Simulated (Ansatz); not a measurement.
Consider the substitution at a C–B bond: `B/C=C(\O)CN` + H–F → `NC/C(O)=C\F` + BH₃.

Computed with Ansatz on PBE0-D4/def2-TZVP structures; ΔE is electronic, products minus reactants. CBS: MP2 limit from def2 TZ/QZ plus the TZ coupled-cluster correction, frozen cores. This one scheme is used for every species. Double bonds are as drawn, so ΔE can hold a change between cis and trans. Functionals use def2-TZVPP. One conformer a species, not always the lowest.

| level | ΔE (kJ/mol) |
| --- | --- |
| ωB97X-V | 110.3 |
| PBE0 | 121.5 |

Problem. What does CCSD(T)/CBS give? (Best estimate.)

Solution. Computed: +128.2 kJ/mol. The listed levels differ from it by -17.9, -6.7 kJ/mol.

Largest T1 diagnostic among the species: 0.012.

The D4 term adds +5.5 kJ/mol with B3LYP and +3.1 kJ/mol with PBE0; it sums over pairs of atoms, weighted by their polarisabilities, and B3LYP, whose exchange is more repulsive, gets the larger term. In def2-TZVPP, CCSD(T) changes the Hartree–Fock value by +17.1 kJ/mol (the triples alone add +3.0 kJ/mol) and MP2 by +30.3 kJ/mol.

B3LYP here is the variant with VWN-RPA as its local correlation; programs differ in this.
